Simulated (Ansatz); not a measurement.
Consider the ligand exchange at a Ge–Br bond: `C[O][GeH2][Br]` + CH₃OH → `C[O][GeH2][O]C` + HBr.

Isolated molecules relaxed with PBE0-D4/def2-TZVP in Ansatz; ΔE leaves out vibrations. CBS: MP2 limit from def2 TZ/QZ plus the TZ coupled-cluster correction, frozen cores. This one scheme is used for every species. DFT in def2-TZVPP. B3LYP here is the variant with VWN-RPA as its local correlation; programs differ in this. HSE06 is defined as in plane-wave codes. For Br, Ge outer-core shells are correlated without core-valence functions, which leaves a few kJ/mol of doubt a bond. Scalar relativity is left out up to krypton. One conformer a species, not always the lowest.

`C[O][GeH2][Br]`:

Cartesian coordinates in Å:
```
C 1.131 0.194 -0.866
O 0.044 0.809 -0.210
Ge -1.003 -0.223 0.776
Br -2.577 1.195 1.638
H 1.834 -0.266 -0.160
H 0.805 -0.572 -1.581
H 1.665 0.969 -1.419
H -1.702 -1.267 -0.109
H -0.198 -0.840 1.931
```

CH₃OH:

Cartesian coordinates in Å:
```
C -0.328 0.052 -0.128
O 0.904 0.399 0.460
H -0.920 0.966 -0.195
H -0.889 -0.674 0.474
H -0.209 -0.351 -1.142
H 1.442 -0.392 0.531
```

`C[O][GeH2][O]C`:

Cartesian coordinates in Å:
```
C 1.525 -0.804 -1.180
O 0.244 -0.270 -1.426
Ge -1.069 -0.661 -0.301
O -0.687 -0.005 1.301
C -0.573 1.392 1.448
H 1.947 -0.441 -0.236
H 1.514 -1.902 -1.151
H 2.182 -0.492 -1.995
H -2.299 0.035 -0.896
H -1.162 -2.176 -0.077
H 0.253 1.802 0.854
H -0.379 1.606 2.501
H -1.495 1.914 1.158
```

HBr:

Cartesian coordinates in Å:
```
Br -0.362 0.297 0.534
H 0.362 -0.297 -0.534
```

Q: Is it downhill or uphill in electronic energy at CCSD(T)/CBS, and by how much? (Best estimate.)

A: Computed: Uphill: ΔE = +37.3 kJ/mol.

Q: What do these levels give: revPBE-D4, r2SCAN-D4, B97M-V, r2SCANh-D4, r2SCAN0-D4, HSE06-D4, ωB97M-V, PBE0, B3LYP, MP2/def2-SVP, MP2/def2-TZVPP, CCSD/def2-TZVPP? (An estimate is asked.)

A: The calculation gave: revPBE-D4 39.0, r2SCAN-D4 38.8, B97M-V 35.4, r2SCANh-D4 40.5, r2SCAN0-D4 42.9, HSE06-D4 45.7, ωB97M-V 38.4, PBE0 47.5, B3LYP 41.1, MP2/def2-SVP 23.8, MP2/def2-TZVPP 34.9, CCSD/def2-TZVPP 34.1 kJ/mol.

Largest T1 diagnostic among the species: 0.012.

From BLYP to BHLYP (50 % exact exchange), in def2-TZVPP and without D4, ΔE moves by +3.7 kJ/mol. The D4 term adds −3.8 kJ/mol with B3LYP and −2.4 kJ/mol with PBE0; it sums over pairs of atoms, weighted by their polarisabilities, and B3LYP, whose exchange is more repulsive, gets the larger term.
